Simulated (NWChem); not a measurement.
Molecule: CH6GaN; SMILES C[NH][GaH2]

```xyz
9

Ga    -0.0436    -0.8079     0.0000
H      1.0926    -1.8922     0.0000
H     -1.6021    -1.0136     0.0000
N      0.5189     0.9353     0.0000
C     -0.2863     2.1406     0.0000
H      1.5253     1.1242     0.0000
H     -0.1072     2.7795    -0.8963
H     -0.1072     2.7795     0.8963
H     -1.3638     1.8770     0.0000
```
Atoms are numbered in this order, from 1.

The geometry was optimised at PBE-D3(BJ)/def2-SVP.

Symmetry labels are those of Cs in the frame above (b1 and b2, or b-type labels, depend on it).

Task: List the 4 lowest vertical singlet excitations from LDA (Slater exchange, VWN5)/6-31G* (spherical d), full TDDFT (NWChem).

Result: 
```
state  energy (eV)  oscillator strength  symmetry  leading excitation (squared amplitude)
-----  -----------  -------------------  --------  --------------------------------------
S1            4.81                0.160        a'                      HOMO → LUMO (0.97)
S2            5.68                0.023        a"                    HOMO → LUMO+1 (0.98)
S3            5.79                0.000        a"                    HOMO−1 → LUMO (1.00)
S4            6.25                0.009        a"                    HOMO−2 → LUMO (0.98)
```
